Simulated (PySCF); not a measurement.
# One molecule, several mistakes: BCH2O

These are calculations, not measurements. They come from PySCF 2.14.0, an open-source quantum chemistry program, on an isolated molecule that a program drew, which may never have been made. The molecule is BCH2O (charge 0, doublet), drawn as the SMILES string `[CH2]B=O`.

Each row is a Hartree-Fock (HF) and frozen-core CCSD(T) single point in the cc-pVDZ basis, meant for a local HF minimum. Run 1 is clean. Each other run has one planted mistake out of seven kinds, and not every kind appears here: one electron removed, one electron added, multiplicity raised by two, geometry at a saddle point, minimal basis STO-3G, one bond length entered in bohr, all coordinates scaled. The reference is restricted for singlets and unrestricted otherwise, and also for a bond in bohr. Adding or removing an electron swaps singlet and doublet. Electrons count all cores. HOMO and LUMO are orbital energies over both spins, the gradient is its largest component, and the lowest frequency (negative if imaginary) is given only where the gradient is small. Bond lengths are over the 4 bonds as drawn. T1 is the CCSD diagnostic: over 0.02 (restricted) or 0.045 (unrestricted) a single reference is doubtful.

Geometry of the clean run:
```xyz
5
BCH2O, angstrom
C    -0.2973   -0.9782    0.7399
B    -0.7014    0.4817    0.6997
O    -1.0191    1.6290    0.6680
H    -0.1227   -1.4877    1.6785
H    -0.1718   -1.5520   -0.1690
```

```
run  electrons  basis functions  <S^2>  HOMO (eV)  LUMO (eV)  gradient (hartree/bohr)  lowest frequency (cm^-1)  mean bond (Å)  longest bond (Å)      T1  HF (hartree)  CCSD(T) (hartree)                 mistake
  1         21               52  0.766     -11.72       1.34                  2.8e-05                       383         1.2176             1.515  0.0200    -138.60852         -139.01227                no fault
  2         21               17  0.809      -9.91       6.17                  1.4e-02                         -         1.2176             1.515  0.0239    -136.78815         -136.96740    minimal basis STO-3G
  3         21               52  0.763     -11.67       1.45                  1.8e-01                         -         1.1409             1.420  0.0175    -138.58184         -138.97435  all coordinates scaled
  4         20               52  0.000     -20.09      -8.96                  7.0e-02                         -         1.2176             1.515  0.0377    -138.22981         -138.63329    one electron removed
  5         21               52  2.067      -9.71       0.40                  1.8e-02                         -         1.4825             2.251  0.0990    -138.33141         -138.70800                       ?
  6         21               52  3.766      -5.30      -0.17                  2.9e-01                         -         1.2176             1.515  0.0149    -138.37240         -138.72528                       ?
```

**Which mistake was planted in run 5, and what did it cost?**

The mean bond changes by a factor of 1.218 and the longest by 1.486, so the molecule wasn't scaled as a whole. A length L in bohr read as angstrom grows by (1/0.5292 - 1) L = 0.890 L. The 4 bonds together grew by 4 x 0.2649 = 1.060 Å, which gives L = 1.191 Å. That is bond B2-O3, 1.191 Å in the clean geometry. So the mistake is: one bond length entered in bohr. Subtracting run 1 and multiplying by 627.51 kcal/mol a hartree, the energy moved by 173.9 kcal/mol in HF and 190.9 kcal/mol in CCSD(T).

**Which mistake was planted in run 6, and what did it cost?**

Electrons, basis and geometry are unchanged, and <S^2> is 3.766, beside S(S+1) = 3.75 for a multiplicity of 4. So the mistake is: multiplicity raised by two. Subtracting run 1 and multiplying by 627.51 kcal/mol a hartree, the energy moved by 148.2 kcal/mol in HF and 180.1 kcal/mol in CCSD(T).

Cautions from the logs. Run 4: T1 is over the limit, so its CCSD(T) energy is less reliable; run 5: T1 is over the limit, so its CCSD(T) energy is less reliable.
